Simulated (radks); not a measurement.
The indium ion In3+, 46 electrons, occupied as [Kr] 4d8 5d2 (not the ground configuration). All-electron calculation, Dirac Kohn-Sham, PBE, spin-unpolarised, spherical densities, finite nucleus; open shells fill j = l - 1/2 first; Fermi nuclear charge, rms radius 4.6156 fm. Program: a radial shooting solver on a logarithmic mesh with Libxc functionals.

Radial electron density D(r) = 4 pi r^2 rho(r):

r (bohr),D(r) (e/bohr)
0.003802,13.47
0.005112,20.59
0.006873,30.13
0.009167,41.27
0.01232,52.88
0.01644,61.30
0.0221,63.68
0.02948,59.64
0.03963,55.03
0.05286,59.24
0.07107,73.05
0.09478,80.12
0.1274,68.05
0.17,55.07
0.2285,61.47
0.3072,62.68
0.4098,38.37
0.5509,19.69
0.7348,21.08
0.9879,18.23
1.318,8.490
1.772,2.331
2.363,0.9688
3.177,0.8201
4.237,0.3839
5.697,0.06404
7.598,0.003201

D(r) has 4 maxima, at r = 0.0209, 0.0918, 0.272, 0.796 bohr, and minima at 0.0412, 0.178, 0.597 bohr, inside which lie 2.04, 11.22, 29.04 electrons.
